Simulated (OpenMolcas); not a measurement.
## Br VI: terms and fine structure

| Quantity | Value |
| --- | --- |
| Program | OpenMolcas |
| Method | MS-CASPT2, IPEA 0.25 Eh, imaginary shift 0.1 Eh (closed shells correlated: 3d) |
| Basis | ANO-RCC-VTZP [6s5p3d1f] |
| Scalar Hamiltonian | DKH2, point nucleus |
| Active space | 2 electrons in 4 orbitals (4s 4p) |
| State averaging | 2S+1 = 3 even, 3 roots; 2S+1 = 1 even, 7 roots; 2S+1 = 3 odd, 3 roots; 2S+1 = 1 odd, 3 roots |
| Spin-orbit coupling | RASSI with atomic mean-field integrals over the reference wave functions, term energies averaged over their components |

Spin-free terms above the lowest, with the occupations of the reference:

| Configuration | Term | E (cm⁻¹) | Occupations |
| --- | --- | --- | --- |
| 4s² | ¹S | 0.0 | 4s 1.94 4p 0.06 |
| 4s 4p | ³P° | 105333 | 4s 1.00 4p 1.00 |
| 4s 4p | ¹P° | 154135 | 4s 1.00 4p 1.00 |
| 4p² | ³P | 247276 | 4p 2.00 |
| 4p² | ¹D | 251317 | 4p 2.00 |
| 4p² | ¹S | 285837 | 4s 0.06 4p 1.94 |

With spin-orbit coupling, above the lowest level:

```csv
Configuration,Term,J,E (cm⁻¹),Measured (cm⁻¹),g,Term weight %,Second
4s²,¹S,0,0.0,0.0,,100,
4s 4p,³P°,0,101087,104316,,100,
4s 4p,³P°,1,103052,106431,1.500,100,
4s 4p,³P°,2,107461,111336,1.501,100,
4s 4p,¹P°,1,154297,151274,1.002,100,
4p²,³P,0,242367,244136,,98,
4p²,³P,1,245203,247406,1.501,100,
4p²,³P,2,247259,253892,1.331,66,34 ¹D
4p²,¹D,2,253417,,1.171,66,34 ³P
4p²,¹S,0,286604,,,98,
```

Against the 7 measured excited levels shown (Moore, Atomic Energy Levels, vol. II, NSRDS-NBS 35 (1971 reprint of NBS Circular 467, 1952)) the mean absolute deviation is 3400 cm-1; the largest miss in energy is 4p² ³P₂ [66 %]: computed 247259, measured 253892 cm⁻¹ (-2.6 %), and the largest in proportion 4s 4p ³P°₂ (-3.5 %).

Spin-orbit coupling puts the lowest level 3.5 cm⁻¹ below the lowest spin-free term.

Over all roots computed the reference weight is 0.94 to 0.99; the roots of lowest weight are the least certain, and an intruder state may touch them. The ¹D term of p² mixes with s d, which this space lacks. Measured partners are found by configuration, term and J. A level has none where our copy of the source lacks it or the pairing is in doubt (some pairs that miss far off the trend of their configuration count as doubtful), and it then counts in no deviation. Levels of configurations outside the active space are missing.

The term weight is that of the spin-free term in the level, not the purity of its configuration. A share in square brackets marks a mixed level and gives the weight of the term that names it. ° marks odd parity.
